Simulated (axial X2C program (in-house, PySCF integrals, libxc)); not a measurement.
# Which molecule has these constants?

Computed with an in-house all-electron X2C program for linear molecules (integrals from PySCF), spin-free (one-electron X2C) or two-component (2c: spin–orbit coupling with atomic mean-field Coulomb and Gaunt terms, which also bring small scalar terms), in Dyall basis sets with cores contracted in-house; open shells are unrestricted.

A two-component PBE0 calculation in a Dyall 3-zeta basis gave Re = 1.653 Å, ωe = 1112.2 cm⁻¹, Ω = 1.

Question: Which molecule is it?
A. BaO⁺
B. WO⁺
C. PtO⁺
D. CsO⁺
E. TaO⁺

Answer: E. The others have BaO⁺ 2.054 Å and 553.4 cm⁻¹ (Ω = 1/2); CsO⁺ 3.373 Å and 86.9 cm⁻¹ (Ω = 1); PtO⁺ 1.717 Å and 846.8 cm⁻¹ (Ω = 3/2); WO⁺ 1.629 Å and 1142.1 cm⁻¹ (Ω = 3/2).

Each entry is the lowest single determinant of a limited PBE0 search at one distance. De goes to single-determinant-based atoms at the same level (for ions the charge split of lowest energy) and is withheld (n/a) where an atom does not fit its ground term or J level. Main or longest-lived isotopes. One determinant is a doubtful description, or other states lie close, for TaO⁺, BaO⁺, CsO⁺, PtO⁺, WO⁺; these need not be ground states, and all values refer to the states named. Some open-shell Ω = 0 determinants are out of reach, so the Ω given for CsO⁺ need not be the lowest component. With several unpaired electrons the Ω given is that of one determinant, not necessarily of the lowest component. Some light 2c atoms are not at their ground J level, so De misses part of their lowering (0.04 eV or less). The functionals have no current term, which raises determinants with orbital currents.
